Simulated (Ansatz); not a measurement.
The inner images of a band of CH₃BSSi (7 atoms, charge 0, multiplicity 1) are given out of order.

All numbers below come from Ansatz, RKS PBE0-D4/6-31G*.

Image 0:

```xyz
7
Properties=species:S:1:pos:R:3
B -1.881 0.229 -1.014
C -0.837 0.144 -0.158
Si 0.437 0.048 0.925
S 2.442 -0.421 0.469
H -2.791 0.302 -1.758
H 0.403 0.269 2.389
H 2.227 -0.571 -0.853
```

Image 8:

```xyz
7
Properties=species:S:1:pos:R:3
B -2.166 0.287 -0.999
C -1.002 0.151 -0.322
Si 0.433 -0.011 0.519
S 2.281 -0.513 -0.371
H -3.181 0.408 -1.582
H 0.645 0.163 1.978
H 2.990 -0.484 0.776
```

Question: Put them in order from the first end to the last, with their energies above the first end.
A.
```xyz
7
Properties=species:S:1:pos:R:3
B -1.932 0.242 -1.005
C -0.803 0.162 -0.263
Si 0.435 0.027 0.858
S 2.436 -0.576 0.546
H -2.917 0.303 -1.649
H 0.355 0.307 2.309
H 2.425 -0.464 -0.795
```
B.
```xyz
7
Properties=species:S:1:pos:R:3
B -2.145 0.256 -0.994
C -1.057 0.039 -0.220
Si 0.408 -0.057 0.582
S 2.192 -0.727 -0.333
H -3.093 0.467 -1.659
H 0.675 0.281 2.002
H 3.020 -0.259 0.622
```
C.
```xyz
7
Properties=species:S:1:pos:R:3
B -2.037 0.220 -0.990
C -0.937 0.096 -0.206
Si 0.423 -0.045 0.764
S 2.213 -1.102 0.257
H -2.995 0.332 -1.666
H 0.519 0.525 2.130
H 2.815 -0.025 -0.289
```
D.
```xyz
7
Properties=species:S:1:pos:R:3
B -2.077 0.227 -0.989
C -1.001 0.065 -0.181
Si 0.411 -0.066 0.709
S 2.155 -1.093 0.036
H -3.014 0.383 -1.684
H 0.591 0.477 2.078
H 2.934 0.008 0.031
```
E.
```xyz
7
Properties=species:S:1:pos:R:3
B -1.998 0.234 -1.000
C -0.884 0.125 -0.233
Si 0.426 -0.032 0.801
S 2.293 -0.993 0.408
H -2.975 0.323 -1.653
H 0.440 0.453 2.200
H 2.697 -0.109 -0.523
```
F.
```xyz
7
Properties=species:S:1:pos:R:3
B -1.966 0.240 -1.002
C -0.837 0.149 -0.258
Si 0.428 -0.005 0.829
S 2.371 -0.807 0.517
H -2.953 0.309 -1.643
H 0.385 0.382 2.256
H 2.572 -0.268 -0.699
```
G.
```xyz
7
Properties=species:S:1:pos:R:3
B -2.114 0.241 -0.989
C -1.049 0.037 -0.178
Si 0.402 -0.072 0.647
S 2.143 -0.957 -0.183
H -3.040 0.437 -1.688
H 0.651 0.386 2.037
H 3.006 -0.072 0.354
```

Answer: A (+0.03 eV), F (+0.16 eV), E (+0.30 eV), C (+0.35 eV), D (+0.29 eV), G (+0.18 eV), B (+0.09 eV).

Time of the run: 6.6 min on 1 CPU thread of a shared host.
